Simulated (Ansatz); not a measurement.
```xyz
4

Al    0.0225   -0.0352   -0.0274
Cl    2.1244   -0.0067   -0.0197
Cl   -1.0471    1.7515   -0.0067
Cl   -1.0503   -1.8456    0.0184
```

Basis set: def2-TZVP (spherical functions). Frozen core: 20 orbitals. Charge 0, multiplicity 1.

Computed with Ansatz (development build ahead of 0.2.0); each method stands on the lowest determinant of its kind that the runs found. Restricted open shells among the atoms or ions are ROHF, correlated in semicanonical orbitals with singles.

Q: Give the atomization energy at this shape (free ground-state atoms in the same class of orbitals less the molecule, no zero-point energy) of singlet AlCl₃ by RHF-MP2, RHF.

A:

| method | atomization energy |
| --- | --- |
| RHF-MP2 | 13.60 eV |
| RHF | 11.11 eV |
